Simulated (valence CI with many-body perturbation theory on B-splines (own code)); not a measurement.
**Level structure of Bi¹⁰⁺**

Level of theory: relativistic CI+MBPT: five valence electrons over a frozen Dirac-Fock core [Xe] 4f14, a basis of 7 s, 7 p, 8 d, 6 f, 4 g, 1 h functions for each j, with the one-electron correlation potential Σ1 (screened to all orders), the two-electron term Σ2, the three-electron term Σ3, Breit, model QED; selected single and double excitations, second order for the rest, scaled by the run's own slope (own B-spline code, finite nucleus).

No measured spectrum was set against this ion. As an estimate, terms of the open shell hold to 2 to 4 % of their energy, and close levels can change places. Among the levels kept, up to 1000 cm⁻¹ of a level comes from second order outside the variational space, and about a tenth of that is noise between levels of different J, which matters for small intervals. Excitations out of the core, of the other parity, are not computed and may begin above about 51.2 eV (a cautious bound); beyond it only levels of the ground parity were kept, without lifetimes.

Levels 46 to 90 of 100, with energies above the lowest level, (5d3/2^4 5d5/2) J=5/2. "Leading %" is the weight of the configuration and term that name the level; weights of strongly mixed levels are sums over their largest components and can fall short. In the jj column 3d3/2^4 stands for four electrons in 3d with j = 3/2. Lifetimes count E1, E2, E3, M1 and M2 decay at the calculated energies, and are blank where another channel may lead or the interval is too uncertain; long ones can be off by a factor of two.

```
No.  Configuration  Term     J  E (eV)  Leading %  Lifetime                 Leading jj  Second component
 46          5d⁴6s    ⁴D   5/2  45.202         32   1.94 μs    5d3/2^3 5d5/2 6s (78 %)     26 % 5d⁴6s ⁴G
 47          5d⁴6s    ⁴H   9/2  46.274         35   3.16 μs  5d3/2^2 5d5/2^2 6s (74 %)     35 % 5d⁴6s ⁶D
 48          5d⁴6s    ⁴P   1/2  46.326         34   2.53 μs  5d3/2^2 5d5/2^2 6s (83 %)     29 % 5d⁴6s ⁶D
 49          5d⁴6s    ⁴G   7/2  46.923         28   2.30 μs  5d3/2^2 5d5/2^2 6s (53 %)     20 % 5d⁴6s ⁶D
 50          5d⁴6s    ²D   5/2  46.968         24   2.28 μs  5d3/2^2 5d5/2^2 6s (55 %)     17 % 5d⁴6s ⁴D
 51          5d⁴6s    ⁴F   3/2  47.270         44   2.29 μs  5d3/2^2 5d5/2^2 6s (79 %)     19 % 5d⁴6s ⁴D
 52          5d⁴6s    ⁴D   7/2  47.398         35   1.96 μs  5d3/2^2 5d5/2^2 6s (94 %)     34 % 5d⁴6s ⁴H
 53          5d⁴6s    ⁴H  11/2  47.415         66   3.06 μs  5d3/2^2 5d5/2^2 6s (98 %)     28 % 5d⁴6s ⁴G
 54          5d⁴6s    ⁴D   5/2  47.550         43   2.03 μs  5d3/2^2 5d5/2^2 6s (88 %)     40 % 5d⁴6s ⁴G
 55          5d⁴6s    ⁴P   3/2  47.934         52   2.37 μs  5d3/2^2 5d5/2^2 6s (86 %)     37 % 5d⁴6s ⁴D
 56          5d⁴6s    ⁴H  13/2  48.015         64   2.72 μs  5d3/2^2 5d5/2^2 6s (93 %)     35 % 5d⁴6s ²I
 57          5d⁴6s    ²H   9/2  48.255         38   2.00 μs  5d3/2^2 5d5/2^2 6s (89 %)     26 % 5d⁴6s ⁴H
 58          5d⁴6s    ⁴D   1/2  48.558         55   1.91 μs  5d3/2^2 5d5/2^2 6s (92 %)     33 % 5d⁴6s ²P
 59          5d⁴6s    ⁴F   5/2  48.699         36   2.67 μs  5d3/2^2 5d5/2^2 6s (88 %)     32 % 5d⁴6s ⁴D
 60          5d⁴6s    ⁴G   9/2  48.868         47   2.30 μs  5d3/2^2 5d5/2^2 6s (89 %)     39 % 5d⁴6s ²G
 61          5d⁴6s    ²I  11/2  48.878         47   1.96 μs  5d3/2^2 5d5/2^2 6s (98 %)     42 % 5d⁴6s ²H
 62          5d⁴6s    ⁴D   7/2  48.889         40   2.31 μs  5d3/2^2 5d5/2^2 6s (83 %)     23 % 5d⁴6s ²F
 63          5d⁴6s    ²G   7/2  49.248         60   2.18 μs  5d3/2^2 5d5/2^2 6s (90 %)     21 % 5d⁴6s ⁴G
 64          5d⁴6s    ²P   3/2  49.507         26   1.95 μs  5d3/2^2 5d5/2^2 6s (78 %)     23 % 5d⁴6s ²D
 65          5d⁴6s    ²F   5/2  49.750         40   1.91 μs  5d3/2^2 5d5/2^2 6s (84 %)     27 % 5d⁴6s ²D
 66          5d⁴6s    ⁴F   9/2  50.115         49   2.28 μs    5d3/2 5d5/2^3 6s (46 %)     20 % 5d⁴6s ²H
 67          5d⁴6s    ⁴F   7/2  50.857         30   2.05 μs    5d3/2 5d5/2^3 6s (69 %)     27 % 5d⁴6s ⁴D
 68          5d⁴6s    ⁴P   5/2  50.860         34   2.10 μs  5d3/2^2 5d5/2^2 6s (71 %)     23 % 5d⁴6s ²D
 69          5d⁴6s    ⁴F   3/2  51.009         40   2.12 μs  5d3/2^2 5d5/2^2 6s (82 %)     36 % 5d⁴6s ²D
 70          5d⁴6s    ⁴D   7/2  51.555         30              5d3/2 5d5/2^3 6s (83 %)     28 % 5d⁴6s ²F
 71          5d⁴6s    ⁴G  11/2  51.599         62              5d3/2 5d5/2^3 6s (97 %)     27 % 5d⁴6s ⁴H
 72          5d⁴6s    ²F   5/2  51.823         40              5d3/2 5d5/2^3 6s (86 %)     14 % 5d⁴6s ⁴D
 73          5d⁴6s    ⁴F   9/2  51.973         42            5d3/2^2 5d5/2^2 6s (63 %)     37 % 5d⁴6s ²G
 74          5d⁴6s    ⁴D   1/2  52.026         65              5d3/2 5d5/2^3 6s (92 %)     17 % 5d⁴6s ²P
 75          5d⁴6s    ²I  13/2  52.105         64              5d3/2 5d5/2^3 6s (93 %)     35 % 5d⁴6s ⁴H
 76          5d⁴6s    ⁴D   3/2  52.205         37              5d3/2 5d5/2^3 6s (74 %)     31 % 5d⁴6s ²D
 77          5d⁴6s    ⁴P   5/2  52.442         53            5d3/2^2 5d5/2^2 6s (58 %)     20 % 5d⁴6s ⁴D
 78          5d⁴6s    ²G   7/2  52.631         41            5d3/2^2 5d5/2^2 6s (74 %)     32 % 5d⁴6s ²F
 79          5d⁴6s    ²G   9/2  52.782         58              5d3/2 5d5/2^3 6s (90 %)     16 % 5d⁴6s ²H
 80          5d⁴6s    ²H  11/2  52.803         50              5d3/2 5d5/2^3 6s (98 %)     43 % 5d⁴6s ²I
 81          5d⁴6s    ²P   3/2  53.412         35            5d3/2^2 5d5/2^2 6s (67 %)     30 % 5d⁴6s ²D
 82          5d⁴6s    ²S   1/2  53.472         48              5d3/2 5d5/2^3 6s (77 %)     33 % 5d⁴6s ⁴P
 83          5d⁴6s    ⁴F   5/2  53.629         40              5d3/2 5d5/2^3 6s (59 %)     27 % 5d⁴6s ⁴P
 84          5d⁴6s    ²F   7/2  53.641         44              5d3/2 5d5/2^3 6s (90 %)     25 % 5d⁴6s ⁴D
 85          5d⁴6s    ⁴F   3/2  53.725         57              5d3/2 5d5/2^3 6s (78 %)     30 % 5d⁴6s ²P
 86          5d⁴6s    ²F   5/2  54.107         49              5d3/2 5d5/2^3 6s (89 %)     32 % 5d⁴6s ²D
 87          5d⁴6s    ⁴F   7/2  55.573         49              5d3/2 5d5/2^3 6s (94 %)     40 % 5d⁴6s ²F
 88          5d⁴6s    ⁴P   3/2  55.609         61              5d3/2 5d5/2^3 6s (85 %)     22 % 5d⁴6s ²P
 89          5d⁴6s    ⁴P   1/2  55.674         60              5d3/2 5d5/2^3 6s (47 %)     29 % 5d⁴6s ²S
 90          5d⁴6s    ²F   5/2  55.846         36              5d3/2 5d5/2^3 6s (78 %)     29 % 5d⁴6s ⁴F
```

Where two levels of one J and parity lie close, their mixing, g and order are uncertain.
